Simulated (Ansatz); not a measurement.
System: SbCl$_{3}$ (charge 0, singlet). 
Geometry from a B3LYP-D3(BJ)/def2-TZVP (Ansatz, an electronic-structure program) optimisation:
```
Sb
Cl 1 2.3593
Cl 1 2.3593 2 97.88
Cl 1 2.3593 2 97.88 3 99.14
```
Charge 0, spin multiplicity 1.

Quantity: vertical triplet-singlet gap (E(triplet) - E(singlet); each state is the SCF solution reached for its spin; the molecule has degenerate orbitals, so one determinant may break the symmetry), in kcal/mol. Cores are frozen in the correlated levels unless marked. UHF or UKS for open shells. Spin-orbit coupling is left out. The frozen core is the preceding noble-gas configuration, with the filled d and f shells of earlier blocks. In def2 rows, elements after Kr have scalar-relativistic effective core potentials. Basis-set limits of correlation are two-point, X^-3; Hartree-Fock from the larger set. [CCSD(T)-MP2]/basis is that difference in the basis named.

| level | program | vertical triplet-singlet gap (kcal/mol) |
|---|---|---|
| SVWN5/def2-TZVPD | Ansatz | ? |
| PBE/def2-TZVPD | Ansatz | 100.5 |
| r2SCAN/def2-TZVPD | Ansatz | 102.2 |
| B3LYP/def2-TZVPD | Ansatz | ? |
| PBE0/def2-TZVPD | Ansatz | 103.4 |
| BHLYP/def2-TZVPD | Ansatz | 107.5 |
| wB97X-V/def2-TZVPD | Ansatz | ? |
| B2PLYP/def2-TZVPD | Ansatz | 106.6 |
| SCS-MP2/def2-SVPD | Ansatz | 109.0 |
| CCSD/def2-SVPD | Ansatz | 106.1 |
| CCSD/def2-TZVPPD | Ansatz | ? |
| RI-MP2/CBS(def2-TZVPPD,def2-QZVPPD)+[CCSD(T)-MP2]/def2-TZVPPD | Ansatz | 107.4 |

Q: What belongs in the gaps?

A: 
- SVWN5/def2-TZVPD, vertical triplet-singlet gap (kcal/mol): 102.5
- B3LYP/def2-TZVPD, vertical triplet-singlet gap (kcal/mol): 104.9
- wB97X-V/def2-TZVPD, vertical triplet-singlet gap (kcal/mol): 109.5
- CCSD/def2-TZVPPD, vertical triplet-singlet gap (kcal/mol): 107.1
